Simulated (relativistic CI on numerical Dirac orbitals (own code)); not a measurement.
**Os5+ (5d3) in a crystal field**

Calculated by Dirac-Coulomb-Breit CI, orbitals from a KLI potential per configuration, a model potential for QED, valence Slater integrals scaled by 0.9, one configuration in a parametric crystal field (own radial code). With so little scaling, terms lie 10 to 35 % too far apart, which can change the order of excited levels.

Field parameters in Wybourne normalisation: D4h B²₀ = −7Ds, B⁴₀ = 21(Dq − Dt), B⁴₄ = 21√(5/14) Dq. The field is a parameter set, without covalency.

S is read from ⟨S²⟩ = S(S + 1).

Powder χT (cm³ K mol⁻¹) by Van Vleck's formula, with temperature-independent terms:

| Field | 2 K | 5 K | 10 K | 20 K | 50 K | 100 K | 200 K | 300 K |
| --- | --- | --- | --- | --- | --- | --- | --- | --- |
| D4h, 10Dq = 25000, Ds = -1500, Dt = 440 cm⁻¹ | 0.527 | 0.532 | 0.54 | 0.555 | 0.602 | 0.675 | 0.766 | 0.809 |
| D4h, 10Dq = 25000, Ds = 3000, Dt = 440 cm⁻¹ | 0.457 | 0.461 | 0.466 | 0.476 | 0.507 | 0.559 | 0.65 | 0.713 |
| D4h, 10Dq = 25000, Ds = 2590, Dt = 440 cm⁻¹ | 0.476 | 0.479 | 0.485 | 0.497 | 0.533 | 0.591 | 0.688 | 0.748 |
| D4h, 10Dq = 25000, Ds = 2180, Dt = 440 cm⁻¹ | 0.491 | 0.495 | 0.502 | 0.515 | 0.556 | 0.623 | 0.724 | 0.779 |
| D4h, 10Dq = 25000, Ds = 1770, Dt = 440 cm⁻¹ | 0.503 | 0.508 | 0.516 | 0.532 | 0.581 | 0.657 | 0.758 | 0.807 |
| D4h, 10Dq = 25000, Ds = 1360, Dt = 440 cm⁻¹ | 0.514 | 0.52 | 0.53 | 0.549 | 0.608 | 0.695 | 0.79 | 0.831 |
| D4h, 10Dq = 25000, Ds = 950, Dt = 440 cm⁻¹ | 0.523 | 0.531 | 0.544 | 0.569 | 0.644 | 0.739 | 0.82 | 0.851 |
| D4h, 10Dq = 25000, Ds = 550, Dt = 440 cm⁻¹ | 0.532 | 0.543 | 0.561 | 0.599 | 0.7 | 0.79 | 0.845 | 0.867 |

Task: For D4h, 10Dq = 25000, Ds = 2180, Dt = 440 cm⁻¹: what effective moment follows at 300 K?

Result: μ_eff = √(8χT) = 2.50 μB. The ground level has S = 1.44; the spin-only moment for S = 3/2 is 3.88 μB. The difference comes from the orbital moment, spin-orbit mixing of terms and temperature-independent paramagnetism, all larger in this ionic model than in covalent complexes.
